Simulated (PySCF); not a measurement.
# Excitation energy of Ag by level of theory

Ag [Kr] 4d10 5s1 (2S) → Ag [Kr] 4d9 5s2 (2D), as a difference of total energies. Computed with PySCF 2.14 in ANO-RCC-VTZP, with scalar relativity by spin-free X2C-1e. Correlated levels: valence: [Kr] frozen; valence and next inner shell: [Ar] 3d10 frozen. The calculations carry no spin-orbit coupling.

| method | excitation energy (cm⁻¹) |
| --- | --- |
| UHF | 30129 |
| PBE | 33001 |
| PBE0 | 33233 |
| r2SCAN | 33040 |
| MN15 | 33138 |
| wB97X | 31467 |
| MP2 (valence) | 34402 |
| SCS-MP2 (valence) | 32901 |
| MP2 (valence and next inner shell) | 34018 |
| SCS-MP2 (valence and next inner shell) | 32326 |

Question: Estimate what BLYP gives.

Answer: 31362 cm⁻¹, closest to wB97X among the rows shown.

Question: Estimate what LDA gives.

Answer: 33564 cm⁻¹, closest to PBE0 among the rows shown.

Errors of the correlated levels include the incompleteness of this basis and the frozen core.

For comparison: 32031 cm⁻¹ (measured; NIST levels, between the centres of gravity of the two terms).
